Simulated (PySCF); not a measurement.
Species: C₆H₁₁O (doublet state).
Geometry (GFN2-xTB, Å), atoms numbered from 1 in this order:
```
atom  x, y, z in Å
C1     1.203    0.412    1.420
C2     1.427    0.394    0.061
C3     2.621    0.842   -0.478
O4     0.539   -0.062   -0.869
C5    -0.741   -0.531   -0.475
C6    -1.258   -1.384   -1.630
C7    -1.692    0.632   -0.187
H8     0.297    0.075    1.885
H9     1.978    0.771    2.068
H10    2.778    0.814   -1.539
H11    3.400    1.219    0.154
H12   -0.644   -1.165    0.418
H13   -2.236   -1.789   -1.385
H14   -0.571   -2.203   -1.826
H15   -1.336   -0.778   -2.529
H16   -2.660    0.253    0.130
H17   -1.822    1.228   -1.087
H18   -1.292    1.275    0.594
```

The hyperfine couplings belong to this conformer and change with its torsions.

As a line formula: `[CH2]C(=C)OC(C)C` [radical].

Method: PySCF 2.14.0, UKS B3LYP, pcH-1 on C H O, non-relativistic, mean-field spin-orbit, GIAO. The structure is a single GFN2-xTB conformer in the gas phase; no vibrational or solvent corrections. The geometry wasn't refined by DFT: couplings that depend on bond lengths, twists or pyramidal angles can differ widely from those at the functional's own minimum. The SCF solution wasn't tested for stability. ⟨S²⟩ is 0.776 where a pure state has 0.75.

Largest spin populations (Mulliken): C3 (+0.74), C1 (+0.61) and C2 (-0.23). The positive populations add up to 1.36 and the negative ones to -0.36, together 2S = 1. The angles at C3 add up to 360.0°, so it is planar; its axial dipolar tensor and the negative couplings of its protons fit spin in a p orbital normal to that plane.

McConnell's relation a(H) = Q·ρ ties the coupling of a proton on a planar π carbon to the spin population of that carbon. What Q do the computed values give?

```
  H   C    ρ(C)  a(H) (G)  a/ρ (G)
 H8  C1  +0.615    -13.67    -22.2
 H9  C1  +0.615    -12.88    -21.0
H10  C3  +0.742    -16.20    -21.8
H11  C3  +0.742    -15.56    -21.0
```

A least-squares line through the origin gives Q = -21.5 G with Mulliken populations. In every row coupling and population have opposite signs.

Couplings in gauss use g_iso = 2.0025.

The run took 60 s (with the writing of density and orbital grids) on one thread, Arm Neoverse V2 (aarch64), no GPU, shared host with 192 logical CPUs at a one-minute load of 45, and the process peaked at 1.0 GiB of memory.

The SMILES draws the unpaired electron on C1; the largest computed Mulliken spin population is on C3 (0.74 against 0.61).
